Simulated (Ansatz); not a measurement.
Level of theory: frozen-core CCSD(T)/def2-TZVPP // PBE0-D4/def2-TZVP run with Ansatz (an electronic-structure program). The geometry is that of the parent before the electron was removed.

Ansatz 0.2 input:
```yaml
crystal:
  periodic: [false, false, false]
  atoms:
    - { symbol: C, position_ang: [-1.004695, 0.066837, -0.088296] }
    - { symbol: Si, position_ang: [0.827393, -0.195058, 0.06426] }
    - { symbol: Cl, position_ang: [1.77324, 1.626662, 0.261178] }
    - { symbol: H, position_ang: [-1.236038, 0.676533, -0.963961] }
    - { symbol: H, position_ang: [-1.513126, -0.895604, -0.193131] }
    - { symbol: H, position_ang: [-1.397886, 0.570197, 0.797181] }
    - { symbol: H, position_ang: [1.386183, -0.852099, -1.142403] }
    - { symbol: H, position_ang: [1.164927, -0.997468, 1.265172] }
basis:
  gaussian: { orbitals: def2-TZVPP }
correlation:
  method: ccsd_t
total_charge: 1
magnetization:
  spin_polarized: true
  initial_magnetization: 1
```

Output:

```
Functional definition: HF
1052 factors; integrals over basis functions are off by at most 1.1e-3 eV
mean field evaluation 1: about -21462.9317 eV, gradient 2.7e1 eV
mean field evaluation 2: about -21462.9355 eV, gradient 2.7e1 eV
mean field evaluation 4: about -21467.0432 eV, gradient 2.7e0 eV
mean field evaluation 8: about -21467.3952 eV, gradient 1.5e0 eV
mean field evaluation 16: about -21467.7205 eV, gradient 4.0e-4 eV
mean field evaluation 32: about -21467.2980 eV, gradient 8.7e0 eV
mean field evaluation 64: about -21467.7205 eV, gradient 4.0e-5 eV
mean field evaluation 96: about -21467.4613 eV, gradient 4.8e-2 eV
mean field evaluation 128: about -21467.7270 eV, gradient 1.7e-1 eV
mean field evaluation 160: about -21467.7205 eV, gradient 8.6e-4 eV
mean field evaluation 192: about -21466.4855 eV, gradient 4.2e0 eV
mean field evaluation 224: about -21467.4392 eV, gradient 4.2e-1 eV
mean field evaluation 256: about -21467.4622 eV, gradient 8.5e-3 eV
mean field evaluation 288: about -21467.4622 eV, gradient 1.3e-2 eV
mean field evaluation 320: about -21463.5900 eV, gradient 1.8e1 eV
mean field evaluation 352: about -21465.8467 eV, gradient 1.8e-1 eV
mean field evaluation 384: about -21465.8199 eV, gradient 2.1e-1 eV
mean field evaluation 416: about -21465.8472 eV, gradient 1.8e-1 eV
mean field evaluation 448: about -21467.7205 eV, gradient 1.7e-3 eV
mean field evaluation 480: about -21465.1154 eV, gradient 1.7e0 eV
mean field evaluation 512: about -21464.9950 eV, gradient 2.7e-1 eV
mean field evaluation 544: about -21467.4618 eV, gradient 1.9e-2 eV
mean field evaluation 576: about -21467.5551 eV, gradient 1.6e0 eV
mean field -21467.73670866 eV, -788.9247726885 hartree, gradient 2.2e-6 eV, S^2 0.765382; 12 other end points of the search recorded, 0 dependent functions left out
determinant -21467.73670866 eV, -788.9247726885 hartree, with singles and doubles -21481.97788397 eV, -789.4481262284 hartree
determinant -21467.72052221 eV, -788.9241778476 hartree, with singles and doubles -21481.89072553 eV, -789.4449232148 hartree
determinant -21465.85558600 eV, -788.8556427061 hartree, with singles and doubles -21480.19157527 eV, -789.3824805944 hartree
determinant -21467.73670866 eV, -788.9247726885 hartree, with singles and doubles -21481.82565080 eV, -789.4425317623 hartree
determinant -21467.72052221 eV, -788.9241778476 hartree, with singles and doubles -21481.73164470 eV, -789.4390771021 hartree
11 core orbitals not correlated
reference -21467.73670866 eV, -788.9247726885 hartree; 10, 9 occupied and 164, 165 virtual orbitals, 1052 factors
second order -12.47194908 eV of doubles, -0.00000000 eV of singles
cycle   1  -14.08894357 eV  change   -1.4e-6 eV  update   1.9e-6
perturbative correction -0.58848863 eV, -0.0216265583 hartree
Total energy: -21482.41414085 eV, -789.4641583731 hartree
```

Cost: very roughly 13 core-minutes.
